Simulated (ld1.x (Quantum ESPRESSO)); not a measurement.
u(r) = r·R(r): atom against pseudo-atom (V)

Columns: radius, all-electron u(r) and pseudo u(r) of the 3p shell (level -43.82 eV) of vanadium in the configuration [Ne] 3s2 3p6 3d3 4s2 4p0; LDA (PZ), non-relativistic, TM scheme, ld1.x (Quantum ESPRESSO) 7.5.

| r (bohr) | all-electron | pseudo |
| --- | --- | --- |
| 0.060 | 0.2457 | -0.0140 |
| 0.120 | 0.4976 | -0.0552 |
| 0.180 | 0.5461 | -0.1214 |
| 0.240 | 0.4253 | -0.2089 |
| 0.300 | 0.2080 | -0.3130 |
| 0.360 | -0.0451 | -0.4280 |
| 0.420 | -0.2941 | -0.5476 |
| 0.480 | -0.5160 | -0.6653 |
| 0.540 | -0.6999 | -0.7749 |
| 0.600 | -0.8429 | -0.8709 |
| 0.660 | -0.9463 | -0.9491 |
| 0.720 | -1.0143 | -1.0066 |
| 0.780 | -1.0520 | -1.0426 |
| 0.840 | -1.0647 | -1.0575 |
| 0.900 | -1.0575 | -1.0533 |
| 0.960 | -1.0351 | -1.0333 |
| 1.020 | -1.0014 | -1.0008 |
| 1.080 | -0.9595 | -0.9594 |
| 1.140 | -0.9122 | -0.9122 |
| 1.200 | -0.8616 | -0.8616 |
| 1.260 | -0.8093 | -0.8093 |
| 1.320 | -0.7566 | -0.7566 |
| 1.380 | -0.7045 | -0.7045 |
| 1.440 | -0.6538 | -0.6538 |
| 1.500 | -0.6049 | -0.6049 |
| 1.560 | -0.5583 | -0.5583 |

**Question.** How many radial nodes do the two functions have?

**Answer.** The all-electron 3p function has n − l − 1 = 1; the pseudo-wave has 0, since the states of the same l below it are removed with the core.

**Question.** At about which radius was the pseudo-wave matched?

**Answer.** 1.20 bohr. The columns agree to 0.0005 from 1.08 bohr on; several derivatives are matched, so the curves merge somewhat inside the radius.

**Question.** Is the pseudo-wave norm-conserving?

**Answer.** Yes: the TM scheme keeps the norm inside the radius equal to the all-electron one, which fixes the energy derivative of the logarithmic derivative at the level.
